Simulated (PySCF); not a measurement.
## Which determinant of MgGe lies lowest?

Unrestricted PBE0; Mg pcseg-1, Ge pcseg-1; no relativity (PySCF 2.14). Outer shells of the fragments: Mg 3s2; Ge 3d10 4s2 4p2.

Followed along the bond (rough minima from three points):

| 2Ms+1 | unpaired | ⟨S²⟩ at the start | R at minimum (Å) | Te (eV) |
| --- | --- | --- | --- | --- |
| 3 | π ↑↑ | 2.13 | 2.63 | 0.00 |
| 1 | π ↑↓ | 1.01 | 2.63 | 0.32 |
| 3 | σ ↑, π ↑ | 2.01 | 2.93 | 0.57 |
| 1 | σ ↓, π ↑ | 1.01 | 2.87 | 0.72 |
| 1 | none | 0.00 | 2.60 | 1.15 |

Solutions found at the starting distance of 2.515 Å, counted from the lowest of them; the search is not exhaustive and high or unbound solutions are not listed, so other states can lie among these:

```csv
2Ms+1,unpaired,term,E (eV),⟨S²⟩,⟨Lz²⟩,μ (D)
3,π ↑↑,³Σ⁻,0.00,2.13,0.00,-3.95
1,π ↑↓,mixed,0.32,1.01,2.01,-4.05
3,"σ ↑, π ↑",³Π,0.82,2.01,1.00,-0.90
1,"σ ↓, π ↑",mixed,0.92,1.01,1.00,-1.14
1,none,mixed,1.14,0.00,2.00,-3.99
3,"σ ↑, π ↑",³Π,2.56,2.02,1.02,-5.57
```

A term symbol is given only where ⟨S²⟩ and ⟨Lz²⟩ are close to those of a pure state; real π, δ and φ orbitals otherwise mix terms. A positive dipole means Mg(−)Ge(+).

Spin–orbit coupling is left out. Counting both spins, an empty level lies below a filled one in some of these solutions, because spin and occupation are held.
